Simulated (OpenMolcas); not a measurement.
Ne4+: effect of the level shift or regulariser

```yaml
Program: OpenMolcas
Basis: ANO-RCC-VTZP [4s3p2d1f]
Scalar_Hamiltonian: DKH2, point nucleus
Active_space: 4 electrons in 4 orbitals (2s 2p)
State_averaging: 2S+1 = 3 even, 3 roots; 2S+1 = 1 even, 6 roots; 2S+1 = 5 odd, 1 root; 2S+1 = 3 odd, 9 roots; 2S+1 = 1 odd, 8 roots
Spin-orbit_coupling: RASSI with atomic mean-field integrals over the reference wave functions, term energies averaged over their components
```

Methods on the same reference wave functions:
A. CASSCF
B. SS-CASPT2, IPEA 0.25 Eh, imaginary shift 0.1 Eh (closed shells correlated: 1s)
C. SS-CASPT2, IPEA 0.25 Eh, real shift 0.2 Eh (closed shells correlated: 1s)

Energies in cm⁻¹ above 2s² 2p² ³P₀, the measured ground level; measured values from NIST levels in Podobedova, Fuhr, Reader and Wiese, J. Phys. Chem. Ref. Data 33, 525 (2004).

```tsv
Level	A	B	C	Measured
2s² 2p² ³P₀	0.0	0.0	0.0	0.0
2s² 2p² ³P₁	401	400	400	412
2s² 2p² ³P₂	1154	1152	1152	1110
2s² 2p² ¹D₂	32773	30680	30680	30292
2s² 2p² ¹S₀	60764	63820	63820	63914
2s 2p³ ⁵S°₂	77223	86330	86320	
2s 2p³ ³D°₂	179101	174920	174940	175905
2s 2p³ ³D°₁	179103	174930	174940	175927
2s 2p³ ³D°₃	179115	174940	174950	175834
2s 2p³ ³P°₀	210694	208120	208130	208193
2s 2p³ ³P°₁	210699	208130	208140	
2s 2p³ ³P°₂	210708	208140	208150	
2s 2p³ ¹D°₂	285775	271970	271990	270564
2s 2p³ ³S°₁	292771	280850	280860	
2s 2p³ ¹P°₁	317252	304930	304950
```

Deviations, from unrounded energies. A percentage is the sum of absolute deviations over the sum of measured energies, with the sign that they share, or ± where signs differ.

| Against measurement | Levels | A | B | C |
| --- | --- | --- | --- | --- |
| mean absolute deviation (cm-1) | 9 | 3700 | 540 | 540 |
| fine structure of the ground term (%) | 2 | ±3.6 | ±3.6 | ±3.6 |
| other terms of the ground configuration (%) | 2 | ±6.0 | ±0.5 | ±0.5 |
| other configurations (%) | 5 | +2.7 | ±0.4 | ±0.4 |

B, C lie about equally close to measurement and A furthest from it. The largest miss of C in the table is 2s 2p³ ¹D°₂, by +1400 cm-1. The ranking rests on the paired levels alone, and a cruder setting can come out closer through cancelling errors.

Between B and C the level of the table that moves most is 2s 2p³ ¹D°₂, by 21 cm-1 (lowest in B, highest in C). Moves below CASPT2's spread within the term are not significant.

The two smallest mean deviations differ by little beside CASPT2's spread within terms, so their order carries little weight.

From A to B the spin-free energies of the other terms of 2s² 2p² shown, above ³P, scale by factors of 0.93 to 1.05.

The lowest spin-free term lies below A's lowest term by 0.081 hartree in B, 0.081 hartree in C.

Term energies are means over components that CASPT2 splits; among the terms shown or strongly mixed into the levels shown the widest spread is 130 cm-1 (2s 2p³ ¹D°, B). Measured partners are found by configuration, term and J. A level has none where our copy of the source lacks it or the pairing is in doubt (some pairs that miss far off the trend of their configuration count as doubtful), and it then counts in no deviation. Levels of configurations outside the active space are missing.

° marks odd parity.
